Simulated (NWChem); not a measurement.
System: HfO2 cation, doublet; SMILES of the neutral closed-shell parent [O]=[Hf]=[O]

NWChem input:

```
start job
memory heap 200 mb stack 900 mb global 1100 mb
charge 1
geometry units angstroms noautoz
  Hf     0.241514     0.000000     0.219933
  O      1.422593     0.000000    -1.165959
  O     -1.150167     0.000000    -0.860849
end
basis spherical
  * library def2-svp
end
ecp
  Hf library def2-ecp
end
dft
  odft
  mult 2
  xc xcamb88 1.00 lyp 1.0 hfexch 1.00
  cam 0.33 cam_alpha 0.0 cam_beta 1.0
  iterations 150
  mulliken
end
task dft energy
```

NWChem printed, in part:

```
             Northwest Computational Chemistry Package (NWChem) 7.3.0
             --------------------------------------------------------

 CS  symmetry detected

                             Geometry "geometry" -> ""
                             -------------------------

 Output coordinates in angstroms (scale by  1.889725989 to convert to a.u.)

  No.       Tag          Charge          X              Y              Z
 ---- ---------------- ---------- -------------- -------------- --------------
    1 Hf                  72.0000     0.22274576    -0.03218452     0.00000000
    2 O                    8.0000    -0.85934112     1.43230590     0.00000000
    3 O                    8.0000    -1.14537076    -1.14264520     0.00000000

 Effective nuclear repulsion energy (a.u.)     353.4486619968

      Symmetry information
      --------------------

 Group name             Cs
 Group number              2
 Group order               2
 No. of unique centers     3

                                 NWChem DFT Module
                                 -----------------

 Summary of "ao basis" -> "ao basis" (spherical)
 ------------------------------------------------------------------------------
       Tag                 Description            Shells   Functions and Types
 ---------------- ------------------------------  ------  ---------------------
 Hf                         def2-svp                12       32   6s3p2d1f
 O                          def2-svp                 6       14   3s2p1d

      Symmetry analysis of basis
      --------------------------

        a'         42
        a"         18

            General Information
            -------------------
          SCF calculation type: DFT
          Wavefunction type:  spin polarized.
          No. of atoms     :     3
          No. of electrons :    27
           Alpha electrons :    14
            Beta electrons :    13
          Charge           :     1
          Spin multiplicity:     2
          Use of symmetry is: on ; symmetry adaption is: on
          Maximum number of iterations: 150
          AO basis - number of functions:    60
                     number of shells:    24
          Convergence on energy requested:  1.00D-06
          Convergence on density requested:  1.00D-05
          Convergence on gradient requested:  5.00D-04

              XC Information
              --------------
                     Hartree-Fock (Exact) Exchange  1.000
                   CAM-Becke88 Exchange Functional  1.000
              Lee-Yang-Parr Correlation Functional  1.000

           Range-Separation Parameters
           ---------------------------
           Alpha           :  0.00
           Beta            :  1.00
           Gamma           :  0.33
           Short-Range HF  :     F

             Grid Information
             ----------------
          Grid used for XC integration:  medium
          Radial quadrature: Mura-Knowles
          Angular quadrature: Lebedev.
          Tag              B.-S. Rad. Rad. Pts. Rad. Cut. Ang. Pts.
          ---              ---------- --------- --------- ---------
          Hf                  1.55      123           9.0       590
          O                   0.60       49           8.0       434
          Grid pruning is: on
          Number of quadrature shells:   221
          Spatial weights used:  Erf1

      Superposition of Atomic Density Guess
      -------------------------------------

 Sum of atomic energies:        -201.32054803

 Renormalizing density from      28.00 to     27

      Non-variational initial energy
      ------------------------------

 Total energy =    -192.236953
 1-e energy   =    -407.793357
 2-e energy   =     145.754783
 HOMO         =      -0.843458
 LUMO         =      -0.393127

   Symmetry analysis of molecular orbitals - initial alpha
   -------------------------------------------------------

  Numbering of irreducible representations:

     1 a'          2 a"

  Orbital symmetries:

     1 a'          2 a'          3 a'          4 a'          5 a'
     6 a"          7 a'          8 a'          9 a'         10 a"
    11 a'         12 a"         13 a'         14 a'         15 a'
    16 a"         17 a"         18 a'         19 a'         20 a'
    21 a"         22 a'         23 a'         24 a'

   Symmetry analysis of molecular orbitals - initial beta
   ------------------------------------------------------

  Numbering of irreducible representations:

     1 a'          2 a"

  Orbital symmetries:

     1 a'          2 a'          3 a'          4 a'          5 a'
     6 a"          7 a'          8 a'          9 a'         10 a"
    11 a'         12 a"         13 a'         14 a'         15 a'
    16 a"         17 a"         18 a'         19 a'         20 a'
    21 a"         22 a'         23 a'         24 a'

     ---------------------------------------------
      Total Density - Mulliken Population Analysis
     ---------------------------------------------

    Atom       Charge   Shell Charges
 -----------   ------   -------------------------------------------------------
    1 Hf  12     9.19   0.03 -0.30  1.77  0.53  0.13  0.01  5.55  0.53  0.02  0.74  0.02  0.14
    2 O    8     8.83   1.99  1.25  0.67  3.27  1.64  0.01
    3 O    8     8.98   1.99  1.25  0.66  3.42  1.65  0.01

     --------------------------------------------
      Spin Density - Mulliken Population Analysis
     --------------------------------------------

    Atom       Charge   Shell Charges
 -----------   ------   -------------------------------------------------------
    1 Hf  12     0.03   0.00 -0.00  0.00 -0.00  0.00  0.00  0.01  0.00  0.00  0.00  0.00  0.01
    2 O    8     0.59   0.00  0.00  0.00  0.39  0.20  0.00
    3 O    8     0.38   0.00  0.00  0.00  0.26  0.12  0.00

   convergence    iter        energy       DeltaE   RMS-Dens  Diis-err
 ---------------- ----- ----------------- --------- --------- ---------
 d= 0,ls=0.0,diis     1   -197.0272156502 -2.67D+02  4.77D-02  1.16D+00
                                                     3.51D-02  1.17D+00
 d= 0,ls=0.0,diis     2   -191.1096612482  5.92D+00  4.09D-02  1.42D+01
                                                     2.62D-02  1.39D+01
 d= 0,ls=0.0,diis     3   -197.6127224609 -6.50D+00  2.35D-03  3.97D-02
                                                     2.40D-03  2.73D-02
 d= 0,ls=0.0,diis     4   -197.6246505027 -1.19D-02  8.51D-04  4.94D-03
                                                     8.19D-04  3.42D-03
 d= 0,ls=0.0,diis     5   -197.6260008476 -1.35D-03  4.59D-04  2.66D-03
                                                     4.51D-04  1.87D-03
  Resetting Diis
 d= 0,ls=0.0,diis     6   -197.6268696806 -8.69D-04  3.56D-04  5.45D-04
                                                     3.62D-04  3.93D-04
 d= 0,ls=0.0,diis     7   -197.6272761355 -4.06D-04  1.33D-04  2.18D-05
                                                     1.78D-04  3.16D-05
 d= 0,ls=0.0,diis     8   -197.6273569754 -8.08D-05  4.22D-05  9.22D-06
                                                     1.04D-04  2.98D-05
 d= 0,ls=0.0,diis     9   -197.6273877122 -3.07D-05  1.40D-04  1.92D-05
                                                     2.79D-04  1.98D-05
 d= 0,ls=0.0,diis    10   -197.6274538313 -6.61D-05  3.96D-05  2.09D-06
                                                     8.16D-05  4.35D-06
 d= 0,ls=0.0,diis    11   -197.6274631433 -9.31D-06  2.50D-05  2.28D-06
                                                     7.44D-05  2.29D-06
 d= 0,ls=0.0,diis    12   -197.6274694996 -6.36D-06  3.40D-05  3.04D-07
                                                     9.24D-05  6.51D-07
 d= 0,ls=0.0,diis    13   -197.6274733620 -3.86D-06  7.75D-06  5.97D-08
                                                     2.45D-05  9.29D-08
 d= 0,ls=0.0,diis    14   -197.6274738459 -4.84D-07  7.52D-06  1.57D-08
                                                     2.30D-05  4.41D-08
 d= 0,ls=0.0,diis    15   -197.6274741341 -2.88D-07  2.91D-06  3.13D-09
                                                     1.31D-05  1.42D-08
 d= 0,ls=0.0,diis    16   -197.6274742213 -8.72D-08  2.14D-06  1.39D-09
                                                     1.05D-05  4.92D-09
 d= 0,ls=0.0,diis    17   -197.6274742573 -3.61D-08  7.83D-07  2.87D-10
                                                     4.13D-06  1.01D-09

         Total DFT energy =     -197.627474257348
      One electron energy =     -418.980378889788
           Coulomb energy =      173.954415527122
    Exchange-Corr. energy =      -22.403132738375
 Nuclear repulsion energy =       69.801621843693

 Numeric. integr. density =       26.999999830579

                  Occupations of the irreducible representations
                  ----------------------------------------------

                     irrep           alpha         beta
                     --------     --------     --------
                     a'               11.0         10.0
                     a"                3.0          3.0

                    DFT Final Alpha Molecular Orbital Analysis
                    ------------------------------------------

 Vector   12  Occ=1.000000D+00  E=-6.677896D-01  Symmetry=a"
              MO Center= -9.0D-01, -8.9D-01,  2.6D-13, r^2= 1.2D+00
   Bfn.  Coefficient  Atom+Function         Bfn.  Coefficient  Atom+Function
  ----- ------------  ---------------      ----- ------------  ---------------
    52      0.572912  3 O  pz                55      0.357310  3 O  pz
    17     -0.250256  1 Hf d -1              19      0.215206  1 Hf d  1
    38     -0.112201  2 O  pz                 9     -0.084236  1 Hf pz
    41     -0.066589  2 O  pz                22     -0.049396  1 Hf d -1
    27      0.044316  1 Hf f -2              15      0.035065  1 Hf pz

[...]
```

Level: LC-BLYP (range parameter 0.33 per bohr)/def2-SVP with def2 effective core potentials on Hf, spin-unrestricted. Structure relaxed at the PBE0/def2-SVP, spin-unrestricted level. The spin multiplicity was typed, not searched, and may not be the lowest. No stability test was run on the SCF state. def2 effective core potentials on Hf; no spin-orbit coupling.
